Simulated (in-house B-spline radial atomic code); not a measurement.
Radial electron density of Tc6+, [Kr] 4d1. Computed with an all-electron radial atomic-structure program (B-spline basis): Dirac-Kohn-Sham BP86, spherical fractional occupations, Fermi nucleus of rms radius 4.41117 fm.

Columns: r (bohr), 4πr²n(r) (electrons per bohr), bar.

```
 0.00151    1.902 #
 0.00183    2.665 ##
 0.00223    3.748 ##
 0.00271    5.207 ###
  0.0033    7.194 #####
 0.00401    9.798 ######
 0.00488     13.2 #########
 0.00593    17.46 ###########
 0.00721    22.68 ###############
 0.00877    28.78 ###################
  0.0107    35.61 #######################
   0.013     42.4 ############################
  0.0158    48.52 ################################
  0.0192    52.99 ###################################
  0.0233    54.96 ####################################
  0.0284    54.06 ###################################
  0.0345    50.99 #################################
   0.042    47.66 ###############################
  0.0511    46.83 ###############################
  0.0621    50.48 #################################
  0.0756    58.09 ######################################
  0.0919    65.54 ###########################################
   0.112    67.35 ############################################
   0.136    60.88 ########################################
   0.165    50.05 #################################
   0.201    42.88 ############################
   0.245    44.78 #############################
   0.298    50.92 #################################
   0.362    50.91 #################################
    0.44    40.32 ##########################
   0.536     25.1 ################
   0.651    14.94 ##########
   0.792       12 ########
   0.964    11.64 ########
    1.17    9.414 ######
    1.43    5.388 ####
    1.73    2.225 #
    2.11   0.5991 
    2.57   0.1081 
    3.12  0.01344 
    3.79 0.001066 
    4.62 4.34e-05
```

On this grid the curve has 3 maxima, near 0.0233, 0.112, 0.298 bohr.

The 4p1/2 radial function P(r) = rR(r), positive near the nucleus, with its small component Q(r) (sign convention: Q ≈ (P' + κP/r)/2c):

| r (bohr) | P | Q |
| --- | --- | --- |
| 0.00102 | 0.001308 | 0.005081 |
| 0.00151 | 0.002213 | 0.007269 |
| 0.00223 | 0.003856 | 0.0103 |
| 0.0033 | 0.006941 | 0.01448 |
| 0.00488 | 0.01277 | 0.02004 |
| 0.00721 | 0.02377 | 0.02708 |
| 0.0107 | 0.04451 | 0.03547 |
| 0.0158 | 0.08121 | 0.04395 |
| 0.0233 | 0.1419 | 0.05023 |
| 0.0345 | 0.2316 | 0.05038 |
| 0.0511 | 0.3332 | 0.0397 |
| 0.0756 | 0.3829 | 0.01676 |
| 0.112 | 0.2642 | -0.01135 |
| 0.165 | -0.09158 | -0.02739 |
| 0.245 | -0.5144 | -0.01881 |
| 0.362 | -0.5062 | 0.004306 |
| 0.536 | 0.1784 | 0.01673 |
| 0.792 | 0.9587 | 0.01042 |
| 1.17 | 1.019 | 0.000284 |
| 1.73 | 0.4766 | -0.00204 |
| 2.57 | 0.08567 | -0.0005813 |
| 3.79 | 0.004618 | -3.789e-05 |
